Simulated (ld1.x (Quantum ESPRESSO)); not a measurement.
## silver: one change to a TM potential, before and after

ld1.x (Quantum ESPRESSO) 7.5 input, shortened:

```
&input
   title='Ag', zed=47., rel=2, dft='PBESOL', iswitch=3,
   config='[Kr] 4d10 5s1 5p0', rel_dist='average'
 /
 &inputp
   pseudotype=2, tm=.true., lloc=0,
   nlcc=.false.
 /
3
4P  2  1   6.00   0.00  1.35  1.35  0.0
4D  3  2  10.00   0.00  1.80  1.80  0.0
5S  1  0   1.00   0.00  2.05  2.05  0.0
 &test
   configts(1)='4p6 4d10 5s1 5p0'
 /
```

Open shells are filled in proportion to 2j + 1 (rel_dist='average').

Change: wave 5s (bound): rc 2.05 bohr becomes 5s (bound): rc 1.58 bohr.

Cutoffs: the cutoffs (Ry, on a coarse ladder) from which the occupation-weighted sum of valence levels, in a spherical-Bessel basis at the reference potential, stays within 10 and 1 mRy of its value at 400 Ry; they do not see the model core or the augmentation charge, which bear on the density cutoff. Errors are all-electron minus pseudo energies relative to the spin-unpolarised reference configuration.

Problem. How do hardness, ghosts and transferability respond?

Solution. The potential gets harder (70 Ry and 120 Ry → 80 Ry and 140 Ry); the p1/2, p3/2 channel binds one level more than in the base; of the 7 tests that both files solve, the error grows in 1 and shrinks in 6 by more than 15 % and 0.3 meV (median size 93.3 → 106.6 meV); neither file shows a bound ghost at the reference potential, the only one tested. A smaller radius makes the pseudo-wave follow the all-electron one further in, where it bends more sharply, so more plane waves are needed.

```tsv
quantity	base	changed
cutoff, loose	70 Ry	80 Ry
cutoff, tight	120 Ry	140 Ry
loose cutoff by channel (10 mRy a level)	p 55 Ry, d 50 Ry, s 6 Ry	p 55 Ry, d 50 Ry, s 30 Ry
bound ghosts	none	none
error for 4p6 4d10 5s0 5p0, meV [ΔE 7.75 eV]	-8.5	0.0
error for 4p6 4d9 5s0 5p0, meV [ΔE 29.86 eV]	-77	-54
error for 4p6 4d8 5s0 5p0, meV [ΔE 66.04 eV]	-381	-280
error for 4p6 4d10 5s0.5 5p0, meV [ΔE 3.02 eV]	-1.7	+0.6
error for 4p6 4d7 5s0 5p0, meV [ΔE 117.73 eV]	-950	-719
error for 4p6 4d9 5s2 5p0, meV [ΔE 4.05 eV]	-93	+107
error for 4p6 4d10 5s0 5p1, meV [ΔE 3.93 eV]	-438	-311
```

Base: These tests converged, but a pseudo level misses the all-electron one widely, so the file describes the atom poorly there or has found another state: 4p6 4d8 5s0 5p0: empty 5p by 3.0 eV; 4p6 4d7 5s0 5p0: empty 5p by 4.3 eV (a node warning on the way). Changed file: These tests converged, but a pseudo level misses the all-electron one widely, so the file describes the atom poorly there or has found another state: 4p6 4d8 5s0 5p0: empty 5s by 4.1 eV (a node warning on the way); 4p6 4d7 5s0 5p0: empty 5s by 10.8 eV.
